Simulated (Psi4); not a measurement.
Method: SAPT0/jun-cc-pVDZ, frozen core run with Psi4.

Psi4 input:

```
molecule {
0 1
N 0.00004726 0.00059345 0.27908746
H -0.49516343 -0.80251789 -0.09123985
H -0.44727330 0.82977261 -0.09471580
H 0.94238946 -0.02784817 -0.09313181
--
0 1
Si 0.79213246 0.35646579 3.13022521
Cl 2.35368003 1.24661589 2.11096455
H 0.71183180 -1.05885388 2.71971959
H -0.45582452 1.06479237 2.78532404
H 1.05969207 0.45885448 4.57798474
units angstrom
symmetry c1
no_reorient
no_com
}
set basis jun-cc-pvdz
set scf_type df
set freeze_core true
energy('sapt0')
```

Part of the output:

```
    SAPT Results
  --------------------------------------------------------------------------------------------------------
    Electrostatics                -16.01252061 [mEh]     -10.04800838 [kcal/mol]     -42.04086706 [kJ/mol]
      Elst10,r                    -16.01252061 [mEh]     -10.04800838 [kcal/mol]     -42.04086706 [kJ/mol]

    Exchange                       21.84666782 [mEh]      13.70899103 [kcal/mol]      57.35841846 [kJ/mol]
      Exch10                       21.84666782 [mEh]      13.70899103 [kcal/mol]      57.35841846 [kJ/mol]
      Exch10(S^2)                  21.55269030 [mEh]      13.52451735 [kcal/mol]      56.58658059 [kJ/mol]

    Induction                      -3.80510855 [mEh]      -2.38774166 [kcal/mol]      -9.99031112 [kJ/mol]
      Ind20,r                     -12.71742158 [mEh]      -7.98030252 [kcal/mol]     -33.38958575 [kJ/mol]
      Exch-Ind20,r                 10.20494500 [mEh]       6.40369967 [kcal/mol]      26.79307941 [kJ/mol]
      delta HF,r (2)               -1.29263198 [mEh]      -0.81113881 [kcal/mol]      -3.39380478 [kJ/mol]

    Dispersion                     -4.76258077 [mEh]      -2.98856455 [kcal/mol]     -12.50415408 [kJ/mol]
      Disp20                       -6.10780614 [mEh]      -3.83270622 [kcal/mol]     -16.03604282 [kJ/mol]
      Exch-Disp20                   1.34522538 [mEh]       0.84414167 [kcal/mol]       3.53188874 [kJ/mol]
      Disp20 (SS)                  -3.05390307 [mEh]      -1.91635311 [kcal/mol]      -8.01802141 [kJ/mol]
      Disp20 (OS)                  -3.05390307 [mEh]      -1.91635311 [kcal/mol]      -8.01802141 [kJ/mol]
      Exch-Disp20 (SS)              0.74009671 [mEh]       0.46441769 [kcal/mol]       1.94312363 [kJ/mol]
      Exch-Disp20 (OS)              0.60512867 [mEh]       0.37972397 [kcal/mol]       1.58876511 [kJ/mol]

  Total HF                          2.02903867 [mEh]       1.27324099 [kcal/mol]       5.32724028 [kJ/mol]
  Total SAPT0                      -2.73354210 [mEh]      -1.71532357 [kcal/mol]      -7.17691380 [kJ/mol]
```
